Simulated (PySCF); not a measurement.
HClSi, charge -1, doublet, at a GFN2-xTB geometry (a state made from the parent by changing its charge; the spin is typed, not shown lowest) (in this run its highest filled SCF level lies above zero, so its values depend strongly on the basis, on diffuse functions most of all), with bond 3-1 at 1.3 times its length; PBE/6-31G** in PySCF.

Here is a job for PySCF.
```python
from pyscf import gto, scf, dft

mol = gto.M(
    atom='''
Si    1.011049   -0.273430    0.886474
H     1.945898   -0.440226   -0.296060
Cl   -1.534536    0.408425   -1.192351
''',
    basis='6-31g**',
    charge=-1,
    spin=1,
    verbose=4,
)

mf = dft.UKS(mol)
mf.xc = 'pbe'
mf.diis_space = 2
mf.kernel()
```

It wrote (shortened):

```
PySCF version 2.14.0

[INPUT] verbose = 4
[INPUT] num. atoms = 3
[INPUT] num. electrons = 33
[INPUT] charge = -1
[INPUT] spin (= nelec alpha-beta = 2S) = 1
[INPUT] symmetry False subgroup None
[INPUT] Mole.unit = angstrom
[INPUT] Symbol           X                Y                Z      unit          X                Y                Z       unit  Magmom
[INPUT]  1 Si     1.011049000000  -0.273430000000   0.886474000000 AA    1.910605708515  -0.516707814240   1.675193076548 Bohr   0.0
[INPUT]  2 H      1.945898000000  -0.440226000000  -0.296060000000 AA    3.677214286339  -0.831906572913  -0.559472316439 Bohr   0.0
[INPUT]  3 Cl    -1.534536000000   0.408425000000  -1.192351000000 AA   -2.899852768286   0.771811392425  -2.253216834351 Bohr   0.0

nuclear repulsion = 44.8428142381557
number of shells = 19
number of NR pGTOs = 109
number of NR cGTOs = 41
basis = 6-31g**
ecp = {}

******** <class 'pyscf.dft.uks.UKS'> ********
method = UKS
initial guess = minao
damping factor = 0
level_shift factor = 0
DIIS = <class 'pyscf.scf.diis.CDIIS'>
diis_start_cycle = 1
diis_space = 2
diis_damp = 0
SCF conv_tol = 1e-09
SCF conv_tol_grad = None
SCF max_cycles = 50
direct_scf = True
direct_scf_tol = 1e-13
number electrons alpha = 17  beta = 16
XC library pyscf.dft.libxc version 7.1.2
    S. Lehtola, C. Steigemann, M. J. T. Oliveira, and M. A. L. Marques,  SoftwareX 7, 1–5 (2018)
XC functionals = pbe
    J. P. Perdew, K. Burke, and M. Ernzerhof,  Phys. Rev. Lett. 77, 3865 (1996)
    J. P. Perdew, K. Burke, and M. Ernzerhof,  Phys. Rev. Lett. 78, 1396 (1997)
    J. P. Perdew, K. Burke, and M. Ernzerhof,  Phys. Rev. Lett. 77, 3865 (1996)
    J. P. Perdew, K. Burke, and M. Ernzerhof,  Phys. Rev. Lett. 78, 1396 (1997)
radial grids:
    Treutler-Ahlrichs [JCP 102, 346 (1995); DOI:10.1063/1.469408] (M4) radial grids

becke partition: Becke, JCP 88, 2547 (1988); DOI:10.1063/1.454033
pruning grids: <function nwchem_prune>
grids dens level: 3
symmetrized grids: False
atomic radii adjust function: <function treutler_atomic_radii_adjust>
small_rho_cutoff = 0
Set gradient conv threshold to 3.16228e-05
tot grids = 47872
init E= -749.626933079202

cycle= 1 E= -749.813430268802  delta_E= -0.186  |g|= 0.304  |ddm|= 1.02

cycle= 2 E= -747.821158994159  delta_E= 1.99  |g|= 1.14  |ddm|= 2.06
cycle= 3 E= -749.876870865406  delta_E= -2.06  |g|= 0.11  |ddm|= 1.89
cycle= 4 E= -749.889520252807  delta_E= -0.0126  |g|= 0.0794  |ddm|= 0.493
cycle= 5 E= -749.897095266375  delta_E= -0.00758  |g|= 0.0142  |ddm|= 0.155
cycle= 6 E= -749.896448508266  delta_E= 0.000647  |g|= 0.029  |ddm|= 0.0786
cycle= 7 E= -749.897332574361  delta_E= -0.000884  |g|= 0.0018  |ddm|= 0.0498
cycle= 8 E= -749.897330272777  delta_E= 2.3e-06  |g|= 0.00223  |ddm|= 0.00989
cycle= 9 E= -749.897336420942  delta_E= -6.15e-06  |g|= 0.00106  |ddm|= 0.00635
cycle= 10 E= -749.897337263212  delta_E= -8.42e-07  |g|= 0.000466  |ddm|= 0.00216
cycle= 11 E= -749.897336789566  delta_E= 4.74e-07  |g|= 0.000726  |ddm|= 0.00209
cycle= 12 E= -749.897336918606  delta_E= -1.29e-07  |g|= 0.000775  |ddm|= 0.00256
cycle= 13 E= -749.897337368931  delta_E= -4.5e-07  |g|= 0.00026  |ddm|= 0.00116
cycle= 14 E= -749.897336963768  delta_E= 4.05e-07  |g|= 0.000633  |ddm|= 0.00183
cycle= 15 E= -749.897337441971  delta_E= -4.78e-07  |g|= 0.000159  |ddm|= 0.00136
cycle= 16 E= -749.897337441875  delta_E= 9.54e-11  |g|= 0.000138  |ddm|= 0.000494
cycle= 17 E= -749.897337432941  delta_E= 8.93e-09  |g|= 0.000167  |ddm|= 0.000499
cycle= 18 E= -749.897337418476  delta_E= 1.45e-08  |g|= 0.000217  |ddm|= 0.00063
cycle= 19 E= -749.897337457532  delta_E= -3.91e-08  |g|= 7.27e-05  |ddm|= 0.000374
cycle= 20 E= -749.897337430617  delta_E= 2.69e-08  |g|= 0.000169  |ddm|= 0.000468
cycle= 21 E= -749.897337460418  delta_E= -2.98e-08  |g|= 6.26e-05  |ddm|= 0.000387
cycle= 22 E= -749.897337461375  delta_E= -9.56e-10  |g|= 5.08e-05  |ddm|= 0.000191
cycle= 23 E= -749.897337460474  delta_E= 9e-10  |g|= 5.83e-05  |ddm|= 0.000169
cycle= 24 E= -749.897337455152  delta_E= 5.32e-09  |g|= 9.45e-05  |ddm|= 0.000259
cycle= 25 E= -749.897337463572  delta_E= -8.42e-09  |g|= 2.49e-05  |ddm|= 0.000167
cycle= 26 E= -749.897337461391  delta_E= 2.18e-09  |g|= 4.96e-05  |ddm|= 0.000146
cycle= 27 E= -749.897337463666  delta_E= -2.28e-09  |g|= 2.57e-05  |ddm|= 0.000127
cycle= 28 E= -749.89733746392  delta_E= -2.54e-10  |g|= 1.96e-05  |ddm|= 7.52e-05
Extra cycle  E= -749.897337463354  delta_E= 5.66e-10  |g|= 3.09e-05  |ddm|= 9.21e-05
converged SCF energy = -749.897337463354  <S^2> = 0.75756477  2S+1 = 2.0075505
```
